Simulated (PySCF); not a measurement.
## Electron correlation in V⁺ (vanadium, charge +1)

[Ar] 3d4, high-spin 5D determinant. All numbers are calculated (PySCF 2.14, scalar relativity by spin-free X2C-1e, in aug-cc-pwCVTZ-DK (10s9p7d4f3g, 127 functions)). Frozen: [Ne]; 12 electrons correlated.

MP2 pair energies summed by pair of shells (mhartree):

| pair | energy | share (%) |
| --- | --- | --- |
| 3p-3d | -165.14 | 38.9 |
| 3p-3p | -123.12 | 29.0 |
| 3d-3d | -48.95 | 11.5 |
| 3s-3p | -48.89 | 11.5 |
| 3s-3d | -30.51 | 7.2 |
| 3s-3s | -7.52 | 1.8 |

Total MP2 correlation energy: -424.14 mhartree.

Same-spin part -143.35 and opposite-spin part -280.79 mhartree; SCS-MP2 scales them by 1/3 and 6/5 to -384.73 mhartree.
